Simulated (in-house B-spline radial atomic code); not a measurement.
# Solving the quasi-particle equation for 4d of the tellurium ion Te⁶⁺

Configuration [Kr] 4d10, start PBE0; correlation leaves out the 4 deepest shells. Computed with an all-electron radial atomic-structure program (B-spline basis): all electrons, scalar-relativistic (spin-free one-electron X2C), finite nucleus, each spin shell either full or empty, empty states to l = 9 with an (l + 1/2)⁻⁴ tail; G0W0 by contour deformation at full frequency.

At the mean-field level ε = -116.911 eV the matrix elements are Σx = -52.844 eV, v_xc = -44.706 eV and Σc(ε) = -0.238 eV, and the slope of the correlation self-energy is dΣc/dω = -0.0334. The quasi-particle energy solves E = ε + Σx − v_xc + Σc(E).

(1) What does the linearised equation give?

(2) How does that compare with the full solution and with static screening?

## Answers

(1) Z = 1/(1 − dΣc/dω) = 1/1.0334 = 0.9677. The first-order shift is Σx − v_xc + Σc(ε) = -52.844 − (-44.706) + (-0.238) = -8.376 eV, so E ≈ ε + Z × shift = -116.911 + 0.9677 × (-8.376) = -125.016 eV.

(2) Solving the equation at full frequency dependence gives E = -125.007 eV, where Σc = 0.042 eV and the weight is 0.965; the linearised value is off by 10 meV. Leaving Z out would give -125.287 eV. Static COHSEX puts -3.752 eV in place of Σc and gives -128.801 eV, 3.79 eV deeper. The tabulated removal energy is 124.2 ± 0.06 eV (NIST, measured); the run leaves out spin-orbit coupling, Breit and QED terms.
